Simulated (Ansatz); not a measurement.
`C#[C][Ti]([Cl])([Cl])[C]#C`, one more setting.

```yaml
crystal:
  periodic: [false, false, false]
  atoms:
    - {symbol: C, position_ang: [0.468434, -2.395744, 1.236529]}
    - {symbol: C, position_ang: [0.347624, -1.531062, 0.390525]}
    - {symbol: Ti, position_ang: [0.151832, -0.100806, -0.988744]}
    - {symbol: Cl, position_ang: [-1.419529, -0.657446, -2.372931]}
    - {symbol: Cl, position_ang: [2.066616, 0.227547, -1.948294]}
    - {symbol: C, position_ang: [-0.387288, 1.558124, -0.017317]}
    - {symbol: C, position_ang: [-0.713224, 2.562691, 0.584851]}
    - {symbol: H, position_ang: [0.573340, -3.152688, 1.981754]}
    - {symbol: H, position_ang: [-0.999304, 3.442986, 1.116424]}
basis:
  gaussian: {orbitals: cc-pVTZ}
magnetization: {spin_polarized: true, initial_magnetization: 2}
hamiltonian: {xc: {name: B97}}
output: {forces: true}
```

```sh
$ ansatz run in.yaml --threads 4 --pin off --events-out ev --progress --plain --max-ram 11315MiB
```

Shortened log:

```
Functional definition: B97
1931 factors; their error is unknown
mean field evaluation 1: about -52317.1069 eV, gradient 5.3e1 eV
mean field evaluation 2: about -52251.9248 eV, gradient 1.2e2 eV
mean field evaluation 4: about -52328.0458 eV, gradient 3.7e1 eV
mean field evaluation 8: about -52333.6443 eV, gradient 5.1e-1 eV
mean field evaluation 16: about -52333.8603 eV, gradient 7.3e-3 eV
mean field evaluation 32: about -52333.8603 eV, gradient 5.9e-5 eV
mean field -52333.86034626 eV, -1923.2338945604 hartree, gradient 5.6e-6 eV, S^2 2.010036; 10 other end points of the search recorded, 0 dependent functions left out
reference -52333.86038846 eV, -1923.2338961111 hartree; 42, 40 occupied and 242, 244 virtual orbitals, 1931 factors
Total energy: -52333.86038846 eV, -1923.2338961111 hartree
Atom 0 at     0.468434    -2.395744     1.236529 Å, force     0.300165    -2.155869     2.099546 eV/Å
Atom 1 at     0.347624    -1.531062     0.390525 Å, force    -0.281822     1.414598    -0.689041 eV/Å
Atom 2 at     0.151832    -0.100806    -0.988744 Å, force     0.219033    -0.148019    -1.524868 eV/Å
Atom 3 at    -1.419529    -0.657446    -2.372931 Å, force    -0.975104    -0.314332    -0.623645 eV/Å
Atom 4 at     2.066616     0.227547    -1.948294 Å, force     1.121623     0.217977    -0.368897 eV/Å
Atom 5 at    -0.387288     1.558124    -0.017317 Å, force     0.417088    -1.510908    -0.305976 eV/Å
Atom 6 at    -0.713224     2.562691     0.584851 Å, force    -0.811783     2.504015     1.489072 eV/Å
Atom 7 at     0.573340    -3.152688     1.981754 Å, force     0.008797    -0.017474    -0.036335 eV/Å
Atom 8 at    -0.999304     3.442986     1.116424 Å, force     0.002004     0.010013    -0.039856 eV/Å
Dipole moment:    -0.130969     0.088423     0.910670 e Å
```

Run time 4.1 min (4 threads of an Arm Neoverse V2 on a shared host); peak host memory 2.4 GiB.
